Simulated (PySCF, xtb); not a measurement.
GeH5Si, SMILES [SiH2][GeH3] (connectivity only; charge and spin as stated), charge +1, multiplicity 1.

Harmonic wavenumbers (cm⁻¹) from xtb 6.7.1 with GFN2-xTB at its own minimum, in rising order: 12, 262, 317, 379, 463, 559, 677, 789, 809, 811, 2014, 2080, 2089, 2251, 2269.

What does B3LYP-D3(BJ)/def2-TZVP (PySCF 2.14.0) give at its own minimum? (The exact figures need the calculation; the answer reports its results.)

39, 292, 344, 345, 567, 648, 741, 846, 854, 971, 2148, 2192, 2212, 2250, 2290. Paired by order, the mean absolute difference is 69 cm⁻¹ and the zero-point energies are 22.6 and 23.9 kcal/mol.
